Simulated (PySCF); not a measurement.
C4H9BO3.
Numbering: `[CH3:1][CH2:2][O:3][B:4]1[O:5][CH2:6][CH2:7][O:8]1` (hydrogens: H9, H10, H11 on C1; H12, H13 on C2; H14, H15 on C6; H16, H17 on C7)

The calculation used PBE0-D3(BJ)/def2-SVP geometry optimisation, gas phase (PySCF 2.14.0).

Q: What internal coordinates does the optimisation give?

A: 
| bond | length (Å) |
| --- | --- |
| C1–C2 | 1.513 |
| C2–O3 | 1.413 |
| O3–B4 | 1.345 |
| B4–O5, B4–O8 | 1.372 |
| O5–C6, C7–O8 | 1.413 |
| C6–C7 | 1.544 |
| C1–H9, C1–H10, C1–H11 | 1.101 |
| C2–H12, C2–H13 | 1.102 |
| C6–H14 and 3 like bonds | 1.103 |

Bonds in one row agree within 0.01 Å and their mean is given. A selection of angles:
| angle | degrees |
| --- | --- |
| C2–C1–H9 | 110.7 |
| H9–C1–H10 | 108.1 |
| C1–C2–O3 | 111.4 |
| C1–C2–H12 | 110.5 |
| O3–C2–H12 | 106.7 |
| O3–C2–H13 | 110.2 |
| H12–C2–H13 | 107.7 |
| C2–O3–B4 | 120.4 |
| O3–B4–O5 | 124.3 |
| O3–B4–O8 | 122.4 |
| O5–B4–O8 | 113.3 |
| B4–O5–C6 | 107.5 |
| O5–C6–C7 | 104.8 |
| O5–C6–H14 | 110.0 |
| C7–C6–H14 | 112.6 |
| C7–C6–H15 | 112.1 |
| H14–C6–H15 | 107.8 |

Dihedral angles: C1–C2–O3–B4 -85° (synclinal); C2–O3–B4–O5 -2° (synperiplanar); O3–B4–O5–C6 -175° (antiperiplanar); B4–O5–C6–C7 -11° (synperiplanar); O5–C6–C7–O8 13° (synperiplanar); C6–C7–O8–B4 -10° (synperiplanar); O3–B4–O8–C7 -176° (antiperiplanar). The mirror-image conformer, all signs reversed, is as good.

The B–O distances run from 1.345 Å (O3–B4, drawn single) to 1.375 Å (B4–O5, drawn single), a spread of 0.030 Å. The 2 C–C bonds span 1.513 Å (C1–C2, drawn single) to 1.544 Å (C6–C7, drawn single), a spread of 0.031 Å. All 3 C–O bonds measure 1.412 to 1.414 Å. B4 (three-coordinate boron) is planar (angles 124.3°, 122.4° and 113.3°, sum 360.0°, 0.00 Å off the plane of its three neighbours). Of the pairs four or more bonds apart, O5···H13 is among the closest relative to their van der Waals radii: 2.53 Å, 93 % of the sum of Bondi's values. The 5-membered ring B4–O5–C6–C7–O8 has internal angles of 104.8° to 113.3° (sum 538°, against 540° for a flat polygon); it is slightly puckered (a soft mode that the optimisation may not have finished), 0.05 Å rms from its mean plane, widest ring torsion 13°.

Point group: C1 (no symmetry element, even within 0.4 Å). Not checked by PBE0-D3(BJ)/def2-SVP frequencies. One conformer, not necessarily the lowest.
